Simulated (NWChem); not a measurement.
System: HSe2F; SMILES F[Se][SeH]

```xyz
4

Se    -0.4065     0.9134    -0.0078
F      1.2053     1.6616    -0.0134
Se     0.0817    -1.3088    -0.0307
H      0.1954    -1.5121     1.4303
```
Atoms are numbered in this order, from 1.

Results from NWChem. The geometry was optimised at PBE0/def2-SVP. Ions are spin-unrestricted doublets at the neutral geometry; other ion states weren't tried. Functional: LC-ωPBE (HJS hole) with def2-SVP; rows give the range parameter ω in 1/bohr.

For range parameter (1/bohr) 0.40:

```
Quantity                               Value
-------------------------------------  -----
vertical ionisation energy, ΔSCF (eV)   9.61
−ε(HOMO) (eV)                           9.76
```

Problem. How do the values read with range parameter (1/bohr) 0.80 instead?

Solution. 
- vertical ionisation energy, ΔSCF (eV) = 9.97
- −ε(HOMO) (eV) = 10.82
